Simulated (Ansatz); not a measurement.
System: HS2, charge 0, doublet. HS2 (SMILES [S]S, doublet).
B3LYP-D3(BJ)/def2-TZVP minimum from Ansatz (a quantum-chemistry and plane-wave program):
```xyz
3

S     -0.9203     0.0126     0.4581
S      0.8239     0.0408    -0.4735
H      1.5432    -0.8556     0.2469
```
Charge 0, spin multiplicity 2.

Total energies in cc-pV(D+d)Z, 13 correlated electrons, 10 frozen orbitals. Radicals and triplets start from unrestricted determinants; spin-orbit coupling is neglected. Correlated methods leave the cores frozen. No relativity.

```
method    program  energy (Eh)  minus CCSDTQ (mEh)
--------  -------  -----------  ------------------
HF         Ansatz   -795.64027              292.40
MP2        Ansatz   -795.88766               45.01
CCSD       Ansatz   -795.92186               10.81
CCSD(T)    Ansatz   -795.93088                1.79
CCSDT(Q)   Ansatz   -795.93269               -0.02
CCSDTQ     Ansatz   -795.93267                0.00
```

Rough core times of Ansatz's runs on a shared machine: CCSD(T) under 20 s, CCSDT(Q) 80 s, CCSDTQ 70 min.
